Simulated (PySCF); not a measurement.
A structure optimised at PBE-D3(BJ)/def2-SVP, used in a PySCF frequency run:

```xyz
10

Si     0.0019    -0.1350     1.5809
N     -0.0177     0.6240     0.0000
Si     0.0019    -0.1350    -1.5809
H     -0.9224     0.5963     2.5195
H     -0.4625    -1.5520     1.3989
H      1.3651    -0.1591     2.2298
H      0.1116     1.6416     0.0000
H      1.3651    -0.1591    -2.2298
H     -0.9224     0.5963    -2.5195
H     -0.4625    -1.5520    -1.3989
```
Charge 0, spin multiplicity 1.

Problem. Write its SMILES, formula and point group.

Solution. [SiH3]N[SiH3], H7NSi2, Cs

Problem. What are its rotational constants (standard atomic weights)?

Solution. 24.375, 2.9201, 2.7774 GHz
